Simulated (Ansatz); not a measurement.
# Ligand exchange: C2H5BrSn + C2H7NSi → C2H7NSn + C2H5BrSi

Species: C2H5BrSn `C[CH2][Sn][Br]`, singlet; C2H7NSi `C=C[SiH2]N`, singlet; C2H7NSn `C[CH2][Sn][NH2]`, singlet; C2H5BrSi `C=C[SiH2]Br`, singlet. The partners trade Br for NH2: Sn–Br and Si–NH2 bonds give way to Sn–NH2 and Si–Br.

Shapes, held fixed at every level: PBE0-D4/def2-TZVP. Flexible molecules stand in one conformer, not always the lowest. Programs: Ansatz 0.2.0. The zero-point and thermal change to 298 K, harmonic and unscaled (PBE0-D4/def2-TZVP), is -0.9 kJ/mol.

```json
{"level": "SPW92/def2-TZVPP", "kind": "LDA", "ΔH(298 K) (kJ/mol)": "+56.0", "less CCSD(T)/def2-TZVPP": "+1.8", "CPU time (sum over the molecules)": "26 s"}
{"level": "r2SCAN-D4/def2-TZVPP", "kind": "meta-GGA", "ΔH(298 K) (kJ/mol)": "+58.4", "less CCSD(T)/def2-TZVPP": "+4.2", "CPU time (sum over the molecules)": "1.8 min"}
{"level": "PBE0-D4/def2-TZVPP", "kind": "global hybrid", "ΔH(298 K) (kJ/mol)": "+61.3", "less CCSD(T)/def2-TZVPP": "+7.1", "CPU time (sum over the molecules)": "66 s"}
{"level": "r2SCAN0-D4/def2-TZVPP", "kind": "global hybrid", "ΔH(298 K) (kJ/mol)": "+63.7", "less CCSD(T)/def2-TZVPP": "+9.5", "CPU time (sum over the molecules)": "1.9 min"}
{"level": "B2PLYP/def2-TZVPP", "kind": "double hybrid", "ΔH(298 K) (kJ/mol)": "+59.5", "less CCSD(T)/def2-TZVPP": "+5.3", "CPU time (sum over the molecules)": "2.1 min"}
{"level": "MP2/def2-TZVPP", "kind": "perturbation theory", "ΔH(298 K) (kJ/mol)": "+53.4", "less CCSD(T)/def2-TZVPP": "-0.8", "CPU time (sum over the molecules)": "–"}
{"level": "CCSD/def2-TZVPP", "kind": "coupled cluster or CI", "ΔH(298 K) (kJ/mol)": "+57.9", "less CCSD(T)/def2-TZVPP": "+3.7", "CPU time (sum over the molecules)": "–"}
{"level": "CCSD(T)/def2-TZVPP", "kind": "coupled cluster or CI", "ΔH(298 K) (kJ/mol)": "+54.2", "less CCSD(T)/def2-TZVPP": "0.0", "CPU time (sum over the molecules)": "56 min"}
```

The highest level, CCSD(T)/def2-TZVPP, gives ΔH(298 K) = +54.2 kJ/mol; the levels span +53.4 to +63.7. The column of differences is taken from that level and isn't an error. No measured value is set beside it here. For atoms past krypton def2 sets carry core potentials with scalar relativity. Relativity is left out for Br. Outer-core shells of Br, Sn are correlated, in sets that cover them unevenly. Times are processor times on shared x86 and Arm servers, and rough.
